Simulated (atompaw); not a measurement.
aluminium (Al): PAW (atompaw) pseudisation with LDA (PW92), scalar-relativistic reference atom.

Al (Z = 13), PAW, made with atompaw 4.2.0.5 (LDA (PW92), scalar-relativistic). Core [He], reference 2s2 2p6 3s2 3p0 (charge +1). Waves: 2s (bound): rc 0.70 bohr; 3s (bound): rc 1.10 bohr; 2p (bound): rc 0.80 bohr; 3p (bound, empty): rc 1.10 bohr. Local part: troulliermartins scheme with l = 2 at 0 Ry, radius 1.00 bohr. Core correction: smooth core density matched at 0.90 bohr. Augmentation charge: besselshape compensation charge, radius 1.00 bohr; PAW radius 1.10 bohr; waves and projectors: custom polynom2 7 10 vanderbiltortho.

All-electron outer shells of the reference configuration (LDA (PW92), scalar-relativistic, ld1.x):

```csv
shell,level (eV),outermost node (bohr),outermost maximum (bohr)
2s,-115.87,0.17,0.50
2p,-78.10,–,0.43
3s,-14.92,0.80,2.01
3p,-9.15,0.81,2.39
```

(1) Is the overlap operator S = 1 + Σ q|β⟩⟨β| positive definite (Bessel basis up to 400 Ry)?

A Bessel basis up to 400 Ry misses an occupied level by 5.07 Ry, so cutoffs and ghosts were not judged.

Results:

(1) Yes: its lowest eigenvalue is 0.13 (s channel).
